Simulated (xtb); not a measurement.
Cl$_{2}$Mg, triplet, geometry from GFN2-xTB (such geometries of metal compounds can be far from the true shape) (a higher spin typed on purpose: for a closed-shell molecule this is an excited state). Base run: xtb with GFN2-xTB.

The xtb input:
```
$ xtb mol.xyz --gfn 2 --uhf 2 --json

# file mol.xyz
3

Mg     0.00000000     0.00000000     0.00000000
Cl     0.00000000     0.00000000     2.37515771
Cl    -0.00000000    -0.00000000    -2.37515771
```

Each row names what was changed in the base input (with any setting that the change needs).

```tsv
change	ΔE vs base (kJ/mol)	G_solv (kcal/mol)	SCF cycles
base	0.00	-	15
acc = 0.1	0.00	-	17
alpb = water	-12.06	-3.00	14
alpb = ch2cl2	-20.42	-4.94	14
etemp = 1000	-12.25	-	14
gbsa = thf	-15.07	-3.69	14
etemp = 10000	-218.9	-	14
file = coord	0.00	-	15
```

ALPB and GBSA are two models with their own fitted parameters for each solvent, which aren't always the measured dielectric constant.
